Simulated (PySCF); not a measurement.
## Ta²⁺ (tantalum, charge +2) across methods

[Xe] 4f14 5d2 6p1, one real determinant (an excited configuration). Computed with PySCF 2.14 in def2-QZVPPD with the def2 core potential (60 electrons), with a scalar-relativistic core potential.

```json
{"method": "r2SCAN", "E (hartree)": "-55.7898", "mean ε 5p β (eV)": "-57.491", "mean ε 5d α (eV)": "-22.811", "mean ε 6p α (eV)": "-14.676", "Σ⟨r²⟩ (bohr²)": "36.42", "⟨S²⟩": "3.751"}
{"method": "M06-L", "E (hartree)": "-55.7938", "mean ε 5p β (eV)": "-57.259", "mean ε 5d α (eV)": "-22.463", "mean ε 6p α (eV)": "-14.443", "Σ⟨r²⟩ (bohr²)": "36.31", "⟨S²⟩": "3.751"}
{"method": "UHF", "E (hartree)": "-55.31647", "mean ε 5p β (eV)": "-64.445", "mean ε 5d α (eV)": "-27.758", "mean ε 6p α (eV)": "-16.418", "Σ⟨r²⟩ (bohr²)": "37.35", "⟨S²⟩": "3.754"}
{"method": "M06", "E (hartree)": "-55.7125", "mean ε 5p β (eV)": "-58.754", "mean ε 5d α (eV)": "-23.529", "mean ε 6p α (eV)": "-15.028", "Σ⟨r²⟩ (bohr²)": "36.55", "⟨S²⟩": "3.750"}
{"method": "BLYP", "E (hartree)": "-55.7471", "mean ε 5p β (eV)": "-56.570", "mean ε 5d α (eV)": "-22.258", "mean ε 6p α (eV)": "-14.463", "Σ⟨r²⟩ (bohr²)": "36.41", "⟨S²⟩": "3.750"}
{"method": "BP86", "E (hartree)": "-55.8382", "mean ε 5p β (eV)": "-56.808", "mean ε 5d α (eV)": "-22.521", "mean ε 6p α (eV)": "-14.767", "Σ⟨r²⟩ (bohr²)": "36.31", "⟨S²⟩": "3.751"}
{"method": "PBE", "E (hartree)": "-55.7777", "mean ε 5p β (eV)": "-56.653", "mean ε 5d α (eV)": "-22.460", "mean ε 6p α (eV)": "-14.663", "Σ⟨r²⟩ (bohr²)": "36.42", "⟨S²⟩": "3.751"}
{"method": "LDA", "E (hartree)": "-55.5927", "mean ε 5p β (eV)": "-56.561", "mean ε 5d α (eV)": "-22.353", "mean ε 6p α (eV)": "-14.714", "Σ⟨r²⟩ (bohr²)": "36.49", "⟨S²⟩": "3.750"}
{"method": "PBE0", "E (hartree)": "-55.7537", "mean ε 5p β (eV)": "-58.893", "mean ε 5d α (eV)": "-23.939", "mean ε 6p α (eV)": "-15.199", "Σ⟨r²⟩ (bohr²)": "36.53", "⟨S²⟩": "3.751"}
```

⟨L²⟩ = 13.97 against 20 for a pure G term, so this real determinant mixes terms. Energies and moments cover only the electrons outside the core potential. Spin-orbit coupling, absent here, splits the open shell strongly.
